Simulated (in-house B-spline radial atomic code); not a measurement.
Whole-atom quantities along the 9-electron series, configuration [He] 2s2 2p5. Computed with an all-electron radial atomic-structure program (B-spline basis): non-relativistic Hartree-Fock, average of the configuration, point nuclei.

This level leaves out relativity, spin-orbit splitting included, which matters for heavy ions.

```csv
ion,Z,E/Z² (Eh),Σ<r²> (bohr²),n(0)/Z³ (bohr⁻³),Lamb diamagnetic shielding (ppm),repulsion over attraction
Zn21+,30,-1.6497,0.34686,0.67917,1870.2,0.060522
Ga22+,31,?,?,?,?,?
Ge23+,32,?,?,?,?,?
As24+,33,?,?,?,?,?
Se25+,34,-1.6749,0.26111,0.68323,2136.48,0.053733
Br26+,35,-1.6804,0.24466,0.68411,2203.05,0.052265
Kr27+,36,-1.6855,0.22972,0.68494,2269.61,0.050876
Rb28+,37,-1.6904,0.21611,0.68573,2336.18,0.049557
Sr29+,38,-1.6951,0.20367,0.68649,2402.75,0.048305
Zr31+,40,-1.7037,0.18182,0.68789,2535.88,0.045981
```

(1) Fill in the row of Ga22+.

(2) Fill in the row of Ge23+.

(3) Fill in the row of As24+.

(4) With what power of Z does the column «Σ<r²> (bohr²)» change over this range?

Results:

(1) E/Z² (Eh): -1.6566; Σ<r²> (bohr²): 0.32183; n(0)/Z³ (bohr⁻³): 0.68028; Lamb diamagnetic shielding (ppm): 1936.77; repulsion over attraction: 0.05867.

(2) E/Z² (Eh): -1.6631; Σ<r²> (bohr²): 0.29943; n(0)/Z³ (bohr⁻³): 0.68132; Lamb diamagnetic shielding (ppm): 2003.34; repulsion over attraction: 0.056927.

(3) E/Z² (Eh): -1.6692; Σ<r²> (bohr²): 0.27929; n(0)/Z³ (bohr⁻³): 0.6823; Lamb diamagnetic shielding (ppm): 2069.91; repulsion over attraction: 0.055284.

(4) A fit of the logarithm of its size against log Z from Z = 30 to 40 has slope -2.25. Unscreened non-relativistic hydrogenic orbitals would give -2.
